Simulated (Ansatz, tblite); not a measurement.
Cost and result up the ladder for the cluster Cd2S2 (the lowest singlet isomer of a short search) (4 atoms). Charge 0, multiplicity 1. Geometry: r2SCAN-D4/def2-SVP.

```csv
atom,x (Å),y (Å),z (Å)
Cd1,2.117,-0.732,0.557
Cd2,-2.116,0.732,-0.559
S3,0.263,1.059,0.390
S4,-0.264,-1.059,-0.389
```

Ansatz on 2 threads of Arm Neoverse V1 on a shared host; xTB runs through tblite on one thread. Times are rough, summed over both states, and most runs start from the orbitals of an earlier one. RPA@PBE/def2-TZVP serves as the yardstick here, not as an exact answer. The other state is a quintet at its own geometry, which has other bonds, so the gap mixes isomer and spin.

In the def2 sets Cd takes a core potential; there is no spin–orbit coupling. The xTB rows come from tblite. LC-ωPBE has ω = 0.4 bohr⁻¹. B3LYP takes the VWN-RPA correlation. HSE06 is defined as in plane-wave codes, on full-range PBE exchange. Correlated methods freeze 10 core orbitals; core or outer-core shells of Cd are correlated, in sets that lack core-valence functions. The order of the spin states hangs on the level: the triplet lies 0.07 eV below the singlet at PBE0-D4/def2-TZVP, but 0.19 eV above it at LDA (SPW92)/def2-TZVP. The singlet is doubtful at PBE0-D4/def2-TZVP (restricted singlet, unstable towards broken spin symmetry). At PBE0-D4/def2-TZVP a triplet of charge 0 lies 1.57 eV below the quintet, each at its own geometry. Another isomer (singlet) lies 0.06 eV lower at PBE-D4/def2-TZVP.

Run but left out: HF/STO-3G (singlet: restricted singlet, unstable in another Hartree–Fock run and untested here); HF/def2-TZVP, r2SCAN-D4/def2-TZVP, PBE0-D4/def2-TZVP, B2PLYP/def2-TZVP, PBE-QIDH/def2-TZVP (singlet: restricted singlet, unstable towards broken spin symmetry).

Correlated methods converge slowly with the basis.

xTB has no spin-polarisation term.

| level | functions | wall time | quintet − singlet (eV) | difference from RPA@PBE/def2-TZVP (eV) |
| --- | --- | --- | --- | --- |
| GFN1-xTB | 26 | 0.004 s | 4.03 | 2.65 |
| GFN2-xTB | 26 | 0.006 s | 2.82 | 1.44 |
| LDA (SPW92)/def2-TZVP | 154 | 3.8 s | 2.02 | 0.64 |
| PBE-D4/def2-TZVP | 154 | 7.4 s | 1.72 | 0.34 |
| revPBE-D4/def2-TZVP | 154 | 7.6 s | 1.64 | 0.26 |
| B3LYP-D4/def2-TZVP | 154 | 13 s | 1.50 | 0.12 |
| RPA@PBE/def2-TZVP | 154 | 16 s | 1.38 | 0.00 |
| BHLYP-D4/def2-TZVP | 154 | 20 s | 1.09 | -0.29 |
| LC-ωPBE/def2-TZVP | 154 | 21 s | 0.64 | -0.74 |
| HSE06-D4/def2-TZVP | 154 | 26 s | 1.54 | 0.16 |
| CAM-B3LYP-D4/def2-TZVP | 154 | 29 s | 1.23 | -0.15 |
| r2SCANh-D4/def2-TZVP (with forces) | 154 | 50 s | 1.25 | -0.13 |
